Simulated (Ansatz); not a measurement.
Geometry optimisation, RKS BHLYP/def2-SVP (Ansatz 0.2.0).

input.yaml

```yaml
crystal:
  periodic: [false, false, false]
  atoms:
    - { symbol: Ga, position_ang: [0.35704, 0.014744, -0.008235] }
    - { symbol: "N", position_ang: [0.97132, -0.00921, 1.750501] }
    - { symbol: H, position_ang: [0.498968, -0.12062, 2.632686] }
    - { symbol: H, position_ang: [1.970361, 0.02541, 1.864769] }
    - { symbol: H, position_ang: [1.849058, 0.168752, -0.387168] }
    - { symbol: H, position_ang: [-1.083347, -0.079076, -0.529853] }
basis:
  gaussian: { orbitals: def2-SVP }
hamiltonian:
  xc: { name: BHLYP }
relax:
  f_tol: 0.03
  max_steps: 50
output:
  orbitals: {}
```

Run as:

```bash
$ ansatz run input.yaml --threads 1 --pin off --max-ram 2048MiB --backend cpu --events-out ev --progress --plain --runs-dir out
```

Where does it end, and by what steps?

It converged. After 5 steps the energy has fallen by 0.552 eV; H5 moved furthest, 0.57 Å.

```
step  energy less start (eV)  largest force component (eV/Å)  accepted
   0                  0.0000                           1.685       yes
   1                 -0.3330                           0.846       yes
   2                 -0.4774                           0.416       yes
   3                 -0.5389                           0.265       yes
   4                 -0.5514                           0.161       yes
   5                 -0.5517                           0.005       yes
```

```xyz
6
Properties=species:S:1:pos:R:3
Ga 0.564 0.030 0.054
N 0.979 -0.034 1.813
H 0.304 -0.131 2.552
H 1.914 0.023 2.178
H 1.746 0.184 -0.950
H -0.944 -0.072 -0.325
```

Whether the end is a true minimum wasn't checked by a vibrational analysis.

Time of the run: 11 s on 1 thread of Arm Neoverse V2, on a shared host, peak memory 0.12 GiB.
